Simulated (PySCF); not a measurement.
One molecule, a ladder of functionals, a line

Molecule: `[SiH3][SiH2][SiH2][SiH3]`, H10Si4.

Structure with atom numbers: `[SiH3:1][SiH2:2][SiH2:3][SiH3:4]`. Each H is labelled by its parent atom.

GIAO shieldings (ppm, equivalent atoms averaged) in PySCF 2.14.0 with density-fitted response routines on the PBE0-D3(BJ)/def2-SVP geometry, basis pcSseg-1, gas phase, non-relativistic:

| functional | exact exchange (%) | σ(Si1/Si4) |
| --- | --- | --- |
| BLYP | 0 | 429.2 |
| BP86 | 0 | 439.6 |
| PBE | 0 | 442.1 |
| B3LYP | 20 | 440.2 |
| PBE0 | 25 | 454.8 |
| mPW1PW91 | 25 | 451.5 |
| HF | 100 | 484.0 |

(1) Fit each shielding as a line in the percentage of exact exchange.

(2) What does the line predict for BHandHLYP (50 %), and what does the run give?

## Answers

(1) σ(Si1/Si4) = 437.2 + 0.47 x (rms 5.0 ppm). The functionals also differ in their semilocal parts, which the line can't hold; Hartree–Fock has no correlation at all.

(2) σ(Si1/Si4): 460.7 predicted, 456.1 computed ppm.
